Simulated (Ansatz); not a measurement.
Consider the hydrogen abstraction from the In–H bond: `[OH][InH][Br]` + F• → `[OH][In][Br]`• + H–F.

Gas-phase electronic energies from Ansatz, PBE0-D4/def2-TZVP geometries. CCSD(T)/CBS is the MP2 limit (def2-TZVPP, def2-QZVPP) plus CCSD(T) − MP2 in def2-TZVPP, frozen cores. This one scheme is used for every species, atoms too. No spin–orbit coupling; open shells (•) take unrestricted orbitals. Spin–orbit coupling would lower the free atoms: a little for F. Elements past krypton have def2 core potentials. For Br, In outer-core shells are correlated without core-valence functions, so the limit isn't a true one: a few kJ/mol of doubt a bond, and 10 to 20 or more in all where bonds break to atoms. Scalar relativity is left out up to krypton. One conformer a species, not always the lowest.

`[OH][InH][Br]`:

Cartesian coordinates in Å:
```
O 0.937 0.412 -1.064
In -0.327 -0.146 0.344
Br 0.549 0.519 2.537
H 0.646 0.177 -1.949
H -1.804 -0.962 0.133
```

`[OH][In][Br]`•:

Z-matrix (Å, degrees):
```
O
In 1 2.003
H 1 0.962 2 113.3
Br 2 2.503 1 116.5 3 -180.0
```

H–F:

Z-matrix (Å, degrees):
```
F
H 1 0.920
```

```tsv
species	SCS-MP2/def2-TZVPP energy (Eh)
`[OH][InH][Br]`	-2838.50981
F•	-99.60765
`[OH][In][Br]`•	-2837.89763
H–F	-100.33020
```

Problem. Work out ΔE.

Solution. ΔE = (-2837.89763) + (-100.33020) − (-2838.50981) − (-99.60765) = -0.11037 Eh = -69.3 kcal/mol. CCSD(T)/CBS gives -70.6 kcal/mol.

Largest T1 diagnostic among the species: 0.018.

From r2SCAN to r2SCAN0 (25 % exact exchange), in def2-TZVPP and without D4, ΔE moves by +5.0 kcal/mol. At CCSD(T), def2-SVP lies +8.7 kcal/mol from the extrapolated value and def2-TZVPP +3.0 kcal/mol. In def2-TZVPP, CCSD(T) changes the Hartree–Fock value by −23.1 kcal/mol (the triples alone add −1.8 kcal/mol) and MP2 by −29.6 kcal/mol.
